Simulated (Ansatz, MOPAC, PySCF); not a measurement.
Isomers of C3H5N: 1 is N#CCC, 2 is [C-]#[N+]CC; one conformer of each (the lowest of an xTB search), B3LYP-D3(BJ)/def2-TZVP minima.
Isomer 1 (charge 0, multiplicity 1):
```xyz
9

C     -0.9644    -0.3466    -0.0459
C      0.2611     0.5684     0.0701
C      1.5176    -0.1690    -0.0146
N      2.4966    -0.7683    -0.0835
H     -0.9728    -1.0871     0.7533
H     -1.8758     0.2471     0.0227
H     -0.9659    -0.8742    -0.9992
H      0.2552     1.3206    -0.7222
H      0.2484     1.1091     1.0193
```
Isomer 2 (charge 0, multiplicity 1, Z-matrix in Å and degrees):
```
C
H 1 1.0916
H 1 1.0916 2 107.51
N 1 1.4250 2 107.93 3 116.19
C 4 1.1648 2 150.25 1 -177.41
C 1 1.5245 2 110.81 3 -121.22
H 6 1.0897 1 110.67 2 179.48
H 6 1.0897 7 108.47 1 -121.59
H 6 1.0905 7 108.68 8 -117.99
```

No zero-point or thermal terms.

Rows in STO-3G carry no dispersion term and start afresh at each structure. The state that PM7 reach isn't checked; PM7 holds dispersion and hydrogen-bond terms.

Programs: Ansatz (a quantum-chemistry and plane-wave program); MOPAC for PM7 (differences of heats of formation); PySCF for STO-3G rows. Values without a source in brackets are computed.

Q: What electronic energy of isomer 2 less that of isomer 1 does B3LYP/def2-TZVPP give?

A: 0.93 eV

Q: What is the computed electronic energy of isomer 2 less that of isomer 1 (PM7)?

A: 0.83 eV

Q: What electronic energy of isomer 2 less that of isomer 1 does HF/STO-3G give?

A: 0.97 eV
